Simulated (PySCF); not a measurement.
Values are calculated unless marked as measured or tabulated.
**Si2PH6O**

Si2PH6O is a small molecule, neutral, doublet. The structure, one conformer, was relaxed in the gas phase by PBE0-D3(BJ)/def2-SVP. No frequency run checks that it is a minimum.

SMILES: O=[P]([SiH3])[SiH3]

```tsv
atom	x (Å)	y (Å)	z (Å)
P1	0.388	0.579	-0.847
O2	1.601	0.196	-1.703
Si3	-1.273	-0.966	-0.995
Si4	0.966	0.935	1.321
H5	-0.796	-2.303	-0.531
H6	-1.687	-1.035	-2.424
H7	-2.402	-0.497	-0.137
H8	-0.282	1.274	2.071
H9	1.923	2.076	1.344
H10	1.602	-0.283	1.903
```

EPR values by unrestricted B3LYP, IGLO-III on O P Si, pcH-1 on H.

Problem. Predict g and the largest hyperfine couplings. Where does the spin sit?

Solution. g = 2.0019, 2.0090, 2.0127. The spin sits on P1 (52 %, bonded to 1 O + 2 Si), O2 (36 %, bonded to 1 P) by Mulliken populations.
| atom | isotope | isotropic (MHz) | dipolar, principal values (MHz) |
| --- | --- | --- | --- |
| P1 | 31P | 555.8 | -144.8, -137.5, 282.3 |
| O2 | 17O | -25.2 | -119.3, 58.8, 60.5 |
| H5 | 1H | 50.9 | -2.3, -0.5, 2.8 |
| H10 | 1H | 49.8 | -2.3, -0.6, 2.9 |
| Si3 | 29Si | -37.9 | -13.1, 5.4, 7.8 |
| Si4 | 29Si | -37.7 | -13.1, 5.4, 7.7 |

Problem. How do the isotropic couplings move with BHandHLYP?

Solution. P1 555.8 to 573.0 MHz, O2 -25.2 to -46.0 MHz, H5 50.9 to 47.9 MHz, H10 49.8 to 46.9 MHz.

The 2 runs behind this took 60 s in all, one thread each of AMD EPYC 7R43 64-Core on a shared host, launched as `OMP_NUM_THREADS=1 python cluster_run.py task.json out`.
